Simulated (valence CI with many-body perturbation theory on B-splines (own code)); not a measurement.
## Au65+: electric-dipole lines

Level of theory: configuration interaction combined with many-body perturbation theory (CI+MBPT): four valence electrons over a frozen Dirac-Fock core [Ne], a basis of 11 s, 11 p, 10 d, 8 f, 5 g, 2 h functions for each j, with the one-electron correlation potential Σ1, the two-electron term Σ2, the three-electron term Σ3, Breit, model QED; selected CI, second order for the rest, scaled by the run's own slope (own B-spline code, finite nucleus).

No measured spectrum was set against this ion. As an estimate, large intervals hold to a few tenths of a per cent, small ones and those within an open d or f shell to about a per cent. Among the levels kept, up to 590 cm⁻¹ of a level comes from second order outside the variational space, and about a tenth of that is noise between levels of different J, which matters for small intervals.

Lines 151 to 200 of 565 in falling wavelength, among levels below 17789 × 10³ cm⁻¹, chosen from the strongest by gf and those to the six lowest levels. Wavelengths and rates use the calculated energies. Electric multipoles are in the length gauge, E1 and E2 with the static RPA response of the core. Weak lines are less certain than strong ones. Lines between different terms over intervals too small for the method are left out, as are lines whose strength nearly cancels. The highest levels of a list are the least certain.

Levels are named by their leading jj configuration (3d3/2^4 stands for four electrons in 3d with j = 3/2), which in mixed levels can hold well under half, so a name can repeat and another be missing. Letters in brackets count levels of one name in rising energy.

| λ vac (nm) | Upper | Lower | A (s⁻¹) | log gf | Branch % |
| --- | --- | --- | --- | --- | --- |
| 3.387 | (3s 3p1/2 3d3/2 3d5/2) J=3 [c] | (3s 3p1/2 3p3/2 3d3/2) J=2 [c] | 2.92e+11 | -0.45 | 5.5 |
| 3.385 | (3s 3p1/2 3d5/2^2) J=2 [b] | (3s 3p1/2 3p3/2 3d5/2) J=1 [b] | 1.06e+11 | -1.04 | 9.3 |
| 3.375 | (3p1/2^2 3d5/2^2) J=4 | (3s 3p1/2 3d3/2 3d5/2) J=3 [a] | 1.27e+11 | -0.71 | 17.5 |
| 3.371 | (3p1/2^2 3p3/2 3d5/2) J=1 | (3p1/2^2 3p3/2^2) J=0 | 2.67e+11 | -0.86 | 16.9 |
| 3.370 | (3s 3p1/2 3p3/2 3d5/2) J=4 [b] | (3s 3p1/2 3p3/2^2) J=3 | 2.60e+11 | -0.40 | 51.9 |
| 3.368 | (3s 3p1/2 3d5/2^2) J=3 [b] | (3s 3p1/2 3p3/2 3d5/2) J=3 [c] | 1.14e+11 | -0.87 | 8.8 |
| 3.363 | (3p1/2^2 3d3/2 3d5/2) J=4 | (3p1/2^2 3p3/2 3d3/2) J=3 | 2.75e+11 | -0.38 | 51.4 |
| 3.359 | (3s 3p1/2 3d5/2^2) J=3 [a] | (3s 3p1/2 3p3/2 3d5/2) J=2 [b] | 6.70e+10 | -1.10 | 8.3 |
| 3.359 | (3p1/2^2 3d3/2 3d5/2) J=1 | (3p1/2^2 3p3/2 3d3/2) J=1 | 1.40e+11 | -1.15 | 25.8 |
| 3.356 | (3s 3p1/2 3p3/2 3d5/2) J=2 [d] | (3s 3p1/2 3p3/2^2) J=1 [b] | 4.82e+11 | -0.39 | 9.3 |
| 3.353 | (3p1/2^2 3p3/2 3d5/2) J=3 | (3p1/2^2 3p3/2^2) J=2 | 3.93e+11 | -0.33 | 23.0 |
| 3.352 | (3s^2 3p3/2 3d5/2) J=1 | (3s^2 3p3/2^2) J=0 | 4.47e+11 | -0.65 | 75.1 |
| 3.349 | (3s 3p1/2^2 3d5/2) J=3 | (3s 3p1/2^2 3p3/2) J=2 | 2.93e+11 | -0.46 | 84.1 |
| 3.348 | (3p1/2^2 3p3/2 3d5/2) J=2 | (3s 3p1/2 3p3/2 3d3/2) J=2 [a] | 1.34e+11 | -0.95 | 9.6 |
| 3.347 | (3s^2 3d3/2 3d5/2) J=2 | (3s^2 3p3/2 3d3/2) J=1 | 2.84e+11 | -0.62 | 3.9 |
| 3.346 | (3s^2 3d3/2 3d5/2) J=2 | (3s^2 3p3/2 3d3/2) J=2 | 1.66e+11 | -0.86 | 2.3 |
| 3.345 | (3s 3p3/2^2 3d5/2) J=3 [b] | (3s 3p3/2^3) J=2 | 8.88e+10 | -0.98 | 1.9 |
| 3.345 | (3s 3p1/2 3d5/2^2) J=0 | (3s 3p1/2 3p3/2 3d5/2) J=1 [b] | 4.86e+11 | -1.09 | 49.6 |
| 3.344 | (3s^2 3p1/2 3d5/2) J=2 | (3s^2 3p1/2 3p3/2) J=1 | 4.01e+11 | -0.47 | 87.3 |
| 3.343 | (3s 3p1/2 3p3/2 3d5/2) J=1 [c] | (3s 3p1/2 3p3/2^2) J=1 [a] | 3.56e+11 | -0.75 | 26.4 |
| 3.338 | (3s 3p1/2 3d3/2 3d5/2) J=4 [a] | (3s 3p1/2 3p3/2 3d3/2) J=3 [a] | 2.96e+11 | -0.35 | 74.0 |
| 3.336 | (3p1/2^2 3d3/2 3d5/2) J=3 | (3p1/2^2 3p3/2 3d3/2) J=2 | 1.85e+11 | -0.67 | 39.3 |
| 3.336 | (3s 3p1/2 3d3/2 3d5/2) J=4 [c] | (3s 3p1/2 3p3/2 3d3/2) J=3 [c] | 1.25e+11 | -0.73 | 2.3 |
| 3.329 | (3s 3p1/2 3p3/2 3d5/2) J=2 [b] | (3s 3p1/2 3p3/2^2) J=3 | 1.14e+11 | -1.02 | 5.3 |
| 3.327 | (3s 3p1/2 3d5/2^2) J=2 [a] | (3s 3p1/2 3p3/2 3d5/2) J=3 [a] | 1.17e+11 | -1.01 | 13.2 |
| 3.324 | (3s 3p3/2^2 3d5/2) J=2 [a] | (3s 3p3/2^3) J=2 | 5.83e+11 | -0.32 | 22.8 |
| 3.323 | (3s 3p1/2 3p3/2 3d5/2) J=3 [a] | (3s 3p1/2 3p3/2^2) J=2 [a] | 4.55e+11 | -0.28 | 72.8 |
| 3.322 | (3s 3p1/2 3p3/2 3d5/2) J=2 [c] | (3s 3p1/2 3p3/2^2) J=1 [a] | 4.19e+11 | -0.46 | 22.3 |
| 3.322 | (3s 3p1/2 3p3/2 3d5/2) J=3 [d] | (3s 3p1/2 3p3/2^2) J=2 [b] | 5.21e+11 | -0.22 | 17.1 |
| 3.320 | (3s 3p1/2 3d3/2 3d5/2) J=2 [c] | (3s 3p1/2 3p3/2 3d3/2) J=1 [b] | 2.64e+11 | -0.66 | 5.6 |
| 3.318 | (3s 3p1/2 3d5/2^2) J=3 [a] | (3s 3p1/2 3p3/2 3d5/2) J=4 [b] | 7.93e+10 | -1.04 | 9.8 |
| 3.315 | (3s^2 3d3/2 3d5/2) J=1 | (3s^2 3p3/2 3d3/2) J=0 | 2.27e+11 | -0.95 | 3.2 |
| 3.315 | (3s 3p1/2 3d3/2 3d5/2) J=3 [a] | (3s 3p1/2 3p3/2 3d3/2) J=2 [a] | 3.81e+11 | -0.36 | 74.4 |
| 3.314 | (3s 3p1/2 3p3/2 3d5/2) J=2 [c] | (3s 3p1/2 3p3/2^2) J=2 [b] | 1.69e+11 | -0.86 | 9.0 |
| 3.313 | (3s 3p1/2 3p3/2 3d5/2) J=1 [b] | (3s 3p1/2 3p3/2^2) J=0 | 2.56e+11 | -0.90 | 18.0 |
| 3.312 | (3s 3p1/2 3d3/2 3d5/2) J=5 | (3s 3p1/2 3p3/2 3d3/2) J=4 | 3.49e+11 | -0.20 | 86.9 |
| 3.309 | (3s 3p1/2 3d5/2^2) J=1 [b] | (3s 3p1/2 3p3/2 3d5/2) J=2 [c] | 2.24e+11 | -0.96 | 18.6 |
| 3.305 | (3s^2 3d3/2 3d5/2) J=1 | (3s^2 3p3/2 3d3/2) J=1 | 2.13e+11 | -0.98 | 3.0 |
| 3.301 | (3p1/2^2 3d3/2 3d5/2) J=1 | (3p1/2^2 3p3/2 3d3/2) J=0 | 1.49e+11 | -1.14 | 27.5 |
| 3.295 | (3p1/2^2 3d5/2^2) J=0 | (3p1/2^2 3p3/2 3d5/2) J=1 | 5.74e+11 | -1.03 | 58.4 |
| 3.295 | (3s^2 3d3/2 3d5/2) J=4 | (3s^2 3p3/2 3d3/2) J=3 | 4.63e+11 | -0.17 | 8.5 |
| 3.294 | (3s 3p1/2 3d3/2 3d5/2) J=1 [a] | (3s 3p1/2 3p3/2 3d3/2) J=1 [a] | 1.84e+11 | -1.05 | 31.1 |
| 3.289 | (3s 3p1/2 3d5/2^2) J=1 [b] | (3s 3p1/2 3p3/2 3d5/2) J=1 [c] | 1.63e+11 | -1.10 | 13.6 |
| 3.288 | (3s 3p3/2^2 3d5/2) J=2 [c] | (3s 3p3/2^3) J=1 | 9.12e+11 | -0.13 | 11.8 |
| 3.288 | (3s 3p1/2 3d3/2 3d5/2) J=4 [b] | (3s 3p1/2 3p3/2 3d3/2) J=4 | 5.84e+10 | -1.07 | 8.0 |
| 3.284 | (3s 3p1/2 3d5/2^2) J=3 [a] | (3s 3p1/2 3p3/2 3d5/2) J=3 [b] | 3.30e+11 | -0.43 | 40.9 |
| 3.281 | (3p1/2^2 3d5/2^2) J=4 | (3p1/2^2 3p3/2 3d5/2) J=4 | 1.30e+11 | -0.72 | 17.9 |
| 3.275 | (3s 3p1/2 3d3/2 3d5/2) J=2 [a] | (3s 3p1/2 3p3/2 3d3/2) J=1 [a] | 2.27e+11 | -0.74 | 19.1 |
| 3.270 | (3s 3p1/2 3d3/2 3d5/2) J=1 [a] | (3s 3p1/2 3p3/2 3d3/2) J=0 [a] | 2.40e+11 | -0.94 | 40.6 |
| 3.270 | (3s^2 3d5/2^2) J=0 | (3s^2 3p3/2 3d5/2) J=1 | 1.04e+12 | -0.78 | 93.0 |
